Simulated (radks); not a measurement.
Excited configurations of the xenon ion Xe+: one electron is placed in a higher orbital outside [Kr] 4d10 5s2 5p4. The ground configuration is [Kr] 4d10 5s2 5p5. Calculated with a radial shooting solver on a logarithmic mesh with Libxc functionals: Dirac Kohn-Sham, PBE, spin-unpolarised, spherical densities, finite nucleus; open shells fill j = l - 1/2 first; Fermi nuclear charge, rms radius 4.7859 fm. Excitation = E - E(ground); binding = E(ion) - E, where the ion is the core of charge +2; n* = 2/sqrt(2 binding) in atomic units, and the quantum defect is n - n*.

\begin{tabular}{lrrrrrr}
outer orbital & excitation (eV) & binding (eV) & n* & quantum defect & eigenvalue (eV) & <r> (bohr) \\ \hline
5d3/2 & 12.724 & 8.498 & 2.531 & 2.469 & -5.495 & 3.631 \\
6s1/2 & 11.948 & 9.274 & 2.422 & 3.578 & -7.084 & 4.642 \\
6p1/2 & 14.142 & 7.080 & 2.773 & 3.227 & -5.363 & 5.611 \\
6d3/2 & 16.896 & 4.326 & 3.547 & 2.453 & -3.275 & 8.414 \\
6f5/2 & 19.163 & 2.059 & 5.141 & 0.859 & -1.565 & 17.46 \\
7p1/2 & 17.270 & 3.952 & 3.711 & 3.289 & -3.103 & 10.38 \\
7d3/2 & 18.517 & 2.705 & 4.485 & 2.515 & -2.123 & 14.34 \\
7f5/2 & 19.713 & 1.509 & 6.006 & 0.994 & -1.188 & 25.25 \\
\end{tabular}

The Delta-SCF ionisation energy is 21.222 eV (NIST Atomic Spectra Database: 20.975 eV, semi-empirical). Self-interaction in the functional shifts the binding energies and quantum defects, so they are the method's values and not measured ones. Spin polarisation and multiplet splitting are left out, so open shells lie too high by an amount that depends on their filling.

Beside tabulated values, note that spin-unpolarised runs miss the spin-polarisation part of the exchange energy of open shells.
